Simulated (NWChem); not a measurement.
System: VH$_{2}$SO$_{2}$F; SMILES [OH][V]([OH])([F])=[S]

Input file for NWChem:

```
start job
memory heap 200 mb stack 900 mb global 1100 mb
geometry units angstroms noautoz
  V      0.000095     0.329367    -0.007198
  S      0.000356    -1.656178    -0.179270
  F     -0.009081     0.764934     1.649545
  O     -1.403789     0.975876    -0.781790
  H     -2.134223     0.449305    -1.128776
  O      1.413057     0.974865    -0.765992
  H      2.146975     0.447676    -1.104609
end
basis spherical
  V library def2-svp
  S library def2-svp
  F library def2-svp
  O library def2-svp
  H library def2-svp
end
dft
  xc xcamb88 1.00 lyp 0.81 vwn_5 0.19 hfexch 1.00
  cam 0.33 cam_alpha 0.19 cam_beta 0.46
  iterations 150
  mulliken
end
task dft energy
```

The geometry was optimised at PBE0/def2-SVP.

Question: Predict the main results of this run. (CAM-B3LYP/def2-SVP.) Quantities: energy (Ha); highest occupied level (eV); orbital gap (eV); dipole (D).

Answer: The energy (Ha) is -1593.37 and the highest occupied level (eV) is -9.44. The orbital gap (eV) is 7.51 and the dipole (D) is 2.37.
